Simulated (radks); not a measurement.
Valence configurations of the promethium ion Pm3+ (all share [Xe]). Calculated with a radial shooting solver on a logarithmic mesh with Libxc functionals: Dirac Kohn-Sham, BLYP, spin-unpolarised, spherical densities, point nucleus; open shells fill j = l - 1/2 first. Order these by energy: 4f1 5d3; 4f4; 4f3 6p1; 4f3 6s1; 4f1 5d2 6s1; 4f2 5d1 6s1; 4f2 6s2; 4f1 5d1 6s2; 4f2 5d2; 4f3 5d1.

Answer. From the lowest, in eV above it: 4f4 0.000; 4f3 5d1 9.637; 4f3 6s1 13.475; 4f3 6p1 18.252; 4f2 5d2 24.739; 4f2 5d1 6s1 29.636; 4f2 6s2 35.491; 4f1 5d3 45.967; 4f1 5d2 6s1 51.976; 4f1 5d1 6s2 59.032. NIST lists [Xe] 4f4 as the ground configuration; this level of theory agrees among the configurations tried. The energies are those of spherical spin-averaged densities, not of single terms.
